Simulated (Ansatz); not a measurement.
A search over several starts for the lowest SCF solution of the cluster Mn₂O₄⁻ at the given spin, in a small basis.

```yaml
crystal:
  periodic: [false, false, false]
  atoms:
    - {symbol: Mn, position_ang: [0.401130, 1.137424, -0.267435]}
    - {symbol: Mn, position_ang: [-0.177953, -1.401678, -0.076973]}
    - {symbol: O, position_ang: [-1.175465, 0.875461, 0.662380]}
    - {symbol: O, position_ang: [-1.278419, 0.183361, -0.631853]}
    - {symbol: O, position_ang: [1.765458, 2.045529, -0.140286]}
    - {symbol: O, position_ang: [0.465230, -2.840107, 0.454167]}
basis:
  gaussian: {orbitals: def2-SVP, initial_orbitals: start.molden}
total_charge: -1
magnetization: {spin_polarized: true, initial_magnetization: 1}
hamiltonian: {xc: pbe, dispersion: d4}
output: {orbitals: {seedname: orbitals}}
```

The file start.molden holds the orbitals of an earlier run on this structure, at another level or in another basis.

```sh
$ ansatz run in.yaml --threads 4 --pin off --events-out ev --progress --plain --max-ram 4787MiB
```

Output, abridged:

```
Functional definition: PBE
1426 factors; their error is unknown
mean field evaluation 1: about -70745.5285 eV, gradient 9.6e1 eV
mean field evaluation 2: about -70764.4773 eV, gradient 2.8e1 eV
mean field evaluation 4: about -70790.3346 eV, gradient 8.7e0 eV
mean field evaluation 8: about -70794.6792 eV, gradient 1.9e-1 eV
mean field evaluation 16: about -70547.5927 eV, gradient 2.2e2 eV
mean field evaluation 32: about -70732.1603 eV, gradient 5.3e1 eV
mean field evaluation 64: about -70726.8900 eV, gradient 6.0e1 eV
mean field evaluation 96: about -70720.5671 eV, gradient 9.6e1 eV
mean field evaluation 128: about -70725.3048 eV, gradient 8.5e1 eV
mean field evaluation 160: about -70793.6906 eV, gradient 1.2e-1 eV
mean field evaluation 192: about -70793.7364 eV, gradient 9.2e-2 eV
mean field evaluation 224: about -70783.3126 eV, gradient 4.3e1 eV
mean field evaluation 256: about -70793.0275 eV, gradient 5.3e0 eV
mean field evaluation 288: about -70794.4225 eV, gradient 2.6e0 eV
mean field -70794.63845602 eV, -2601.6549769292 hartree, gradient 1.7e-5 eV, S^2 4.087995; 8 other end points of the search recorded, 0 dependent functions left out
reference -70794.63852714 eV, -2601.6549795429 hartree; 42, 41 occupied and 76, 77 virtual orbitals, 1426 factors
Total energy: -70794.82406279 eV, -2601.6617978522 hartree
```

Run time 26 s (4 threads of Arm Neoverse V2 on a shared host).

The structure holds one bond between oxygen atoms, so isomers without such links may lie far lower. The charge -1 doublet is spin-contaminated (final ⟨S²⟩ up to 4.09, 0.75 for a pure state). The highest occupied level of the charge -1 doublet lies above zero (up to 0.45 eV). The electron is either unbound and held by the finite basis, or the level is raised by self-interaction error. Another isomer (doublet) lies 0.75 eV lower at PBE0-D4/def2-TZVPD; other spin states weren't run for this one.
